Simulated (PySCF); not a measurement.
B3LYP has the VWN-RPA correlation part, as in Gaussian. Delta-SCF ions had no search for a lower state. Excitations are Tamm–Dancoff values on a coarser integration grid. The basis has no diffuse functions, so Rydberg states are missing or too high.

Cartesian coordinates (Å):
```xyz
17

B      0.0293     0.0130     0.0270
Cl    -0.1107     1.8516     0.1451
Cl    -0.3170    -0.8002     1.6495
Cl     1.6680    -0.5010    -0.6544
C     -1.0860    -1.9916    -1.1935
N     -1.1400    -0.5059    -1.0479
C     -0.9215     0.1144    -2.3892
C     -2.4985    -0.1223    -0.5594
H     -1.8608    -2.3121    -1.9040
H     -1.2527    -2.4480    -0.2125
H     -0.0925    -2.2741    -1.5563
H     -0.9657     1.2033    -2.2852
H     -1.7001    -0.2383    -3.0800
H      0.0711    -0.1713    -2.7520
H     -3.2519    -0.4727    -1.2787
H     -2.6625    -0.5801     0.4214
H     -2.5420     0.9670    -0.4585
```
Charge 0, spin multiplicity 1.

Problem. Give the HOMO, vertical ionisation energy (Delta-SCF), charge on the central atom (Mulliken), T1 excitation (TDA), dipole moment, total energy, LUMO and S1–T1 gap (TDA) at the level B3LYP-D3(BJ)/def2-TZVP // B3LYP-D3(BJ)/def2-SVP run with PySCF.

Solution. 
- HOMO: -7.57 eV
- vertical ionisation energy (Delta-SCF): 9.70 eV
- charge on the central atom (Mulliken): 0.22 e
- T1 excitation (TDA): 7.09 eV
- dipole moment: 6.54 D
- total energy: -1580.2808 Ha
- LUMO: 0.25 eV
- S1–T1 gap (TDA): 0.02 eV
